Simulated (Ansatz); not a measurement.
Consider the formal exchange of groups at the Si–Si bond: `O[SiH](F)[SiH2]F` + `[CH3][AlH][CH3]` → `[CH3][AlH][CH2][SiH2]F` + `O[SiH2]F`.

Program: Ansatz. Geometries: PBE0-D4/def2-TZVP. ΔE: electronic, gas phase. CCSD(T)/CBS adds triple-zeta CCSD(T) − MP2 to the extrapolated MP2 energy (def2 sets, frozen cores). DFT in def2-TZVPP. B3LYP here is the variant with VWN-RPA as its local correlation; programs differ in this. Each species was taken in one conformer, which may not be the lowest.

Task: Is it downhill or uphill in electronic energy at CCSD(T)/CBS, and by how much? (Estimate.)

Result: The calculation gave: Downhill: ΔE = -11.9 kcal/mol.

Task: What do these levels give: ωB97X-V, ωB97M-V, B2PLYP, r2SCAN, PBE0, B3LYP, MP2/def2-TZVPP, CCSD/def2-TZVPP, HF/def2-QZVPP, SCS-MP2/def2-QZVPP, HF/CBS(def2), CCSD/CBS(def2)? (Estimate.)

Result: Computed: ωB97X-V -10.4, ωB97M-V -12.1, B2PLYP -11.2, r2SCAN -10.3, PBE0 -9.1, B3LYP -9.4, MP2/def2-TZVPP -14.1, CCSD/def2-TZVPP -12.2, HF/def2-QZVPP -12.6, SCS-MP2/def2-QZVPP -13.3, HF/CBS(def2) -12.7, CCSD/CBS(def2) -11.9 kcal/mol.

Largest T1 diagnostic among the species: 0.012.

From PBE to PBE0 (25 % exact exchange), in def2-TZVPP and without D4, ΔE moves by −1.7 kcal/mol.
